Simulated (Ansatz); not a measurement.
Cost and result up the ladder for (HMg-mu-F)2 (Mg2H2F2) (6 atoms). The state is a singlet with charge 0. Geometry: PBE0-D4/def2-TZVP.

```xyz
6

Mg   -0.1788   -1.0955    0.9283
H    -0.3897   -2.3717    2.0187
F    -1.1656   -0.1624   -0.4159
Mg    0.1794    1.0937   -0.9302
H     0.3875    2.3769   -2.0130
F     1.1671    0.1590    0.4122
```

Ansatz on 4 threads of Intel Xeon Platinum 8259CL on a shared host. Times are rough, and most runs start from the orbitals of an earlier one. ωB97X-V/def2-TZVP serves as the yardstick here, not as an exact answer. Differences are given only for rows in sets of like size (and for xTB, whose basis is part of the method), since another set adds its own error. Binding counts from free atoms at the same level (Mg singlet, H doublet, F doublet; other spins of the atoms weren't run), without zero-point energy or a counterpoise term.

B3LYP takes the VWN-RPA correlation. Correlated methods freeze 4 core orbitals; core or outer-core shells of Mg are correlated, in sets that lack core-valence functions.

Correlated methods converge slowly with the basis.

| level | functions | wall time |
| --- | --- | --- |
| HF/6-31G | 48 | 0.3 s |
| HF/def2-TZVP | 138 | 0.8 s |
| PBE-D4/def2-SVP | 74 | 0.85 s |
| B3LYP-D4/6-31G | 48 | 0.9 s |
| PBE0-D4/def2-SVP | 74 | 1.1 s |
| revPBE-D4/def2-TZVP | 138 | 1.1 s |
| B3LYP-D4/def2-TZVP | 138 | 1.4 s |
| PBE-D4/def2-TZVP | 138 | 1.4 s |
| BLYP-D4/def2-TZVP | 138 | 1.4 s |
| PBE0-D4/def2-TZVP (with forces) | 138 | 1.7 s |
| r2SCAN-D4/def2-TZVP | 138 | 1.8 s |
| r2SCAN0-D4/def2-TZVP | 138 | 2.7 s |
| ωB97X-V/def2-TZVP | 138 | 4 s |
| CCSD(T)/def2-TZVPP | 154 | 30 s |

Question: Estimate what each level gives for the binding energy per atom (eV).

Answer: 
```
                          level  binding energy per atom (eV)  difference from ωB97X-V/def2-TZVP (eV)
                       HF/6-31G                          2.15                                       –
                   HF/def2-TZVP                          2.25                                   -0.71
                PBE-D4/def2-SVP                          3.02                                       –
                 B3LYP-D4/6-31G                          2.81                                       –
               PBE0-D4/def2-SVP                          2.94                                       –
            revPBE-D4/def2-TZVP                          2.85                                   -0.11
             B3LYP-D4/def2-TZVP                          2.92                                   -0.05
               PBE-D4/def2-TZVP                          2.92                                   -0.04
              BLYP-D4/def2-TZVP                          2.92                                   -0.04
PBE0-D4/def2-TZVP (with forces)                          2.86                                   -0.10
            r2SCAN-D4/def2-TZVP                          2.99                                    0.03
           r2SCAN0-D4/def2-TZVP                          2.91                                   -0.05
              ωB97X-V/def2-TZVP                          2.96                                    0.00
             CCSD(T)/def2-TZVPP                          2.88                                   -0.08
```
